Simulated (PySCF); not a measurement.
KLi⁺ at revPBE

Level: revPBE. basis K 6-31G(d,p), Li 6-31G(d,p); no relativity; PySCF 2.14.

| Item | Value |
| --- | --- |
| state | ²Σ⁺ (doublet), unpaired electrons σ ↑ |
| bond length | 3.941 Å |
| harmonic wavenumber | 134 cm⁻¹ |
| force constant | 0.0627 mdyn/Å |
| rotational constant Be | 0.1826 cm⁻¹ |
| anharmonicity ωexe | 1.12 cm⁻¹ |
| vibration–rotation constant αe | 0.00214 cm⁻¹ |
| well depth De to K⁺ + Li | 0.55 eV |
| dissociation energy D0 | 0.54 eV |
| bond order (Mayer) | 0.50 |
| dipole moment (positive dipole points towards Li; it is taken about the centre of mass and depends on that origin) | 3.49 D |

For an ion De counts to the pair picked by the measured ionisation energies or electron affinities, which need not be the lowest pair at this level. The state was picked by a PBE0 search and need not be the measured ground state.
